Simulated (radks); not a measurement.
Q: F V, 5 electrons, occupied as [He] 2s2 2p0.75 3d0.25 (fractional occupations, a model configuration). Method: non-relativistic Kohn-Sham, AM05, spin-polarised, spherical densities, point nucleus; open shells are filled with parallel spins first; computed with a radial shooting solver on a logarithmic mesh with Libxc functionals. Some entries of the table are withheld. Estimate them.

| orbital | occ. | eigenvalue (eV) | <1/r> (bohr^-1) | r(max) (bohr) |
|---|---|---|---|---|
| 1s up | 1 | (1) | 8.599 | 0.1150 |
| 1s down | 1 | (2) | 8.610 | 0.1149 |
| 2s up | 1 | -120.4927 | 1.758 | (3) |
| 2s down | 1 | -117.6095 | 1.740 | (4) |
| 2p up | 0.75 | -103.7988 | 1.681 | 0.5897 |
| 2p down | 0 | -100.5460 | 1.666 | 0.5963 |
| 3d up | 0.25 | -31.5534 | 0.5785 | 1.725 |

A: 
(1) 1s up eigenvalue (eV): -778.6550
(2) 1s down eigenvalue (eV): -777.5482
(3) 2s up r(max) (bohr): 0.6955
(4) 2s down r(max) (bohr): 0.6996
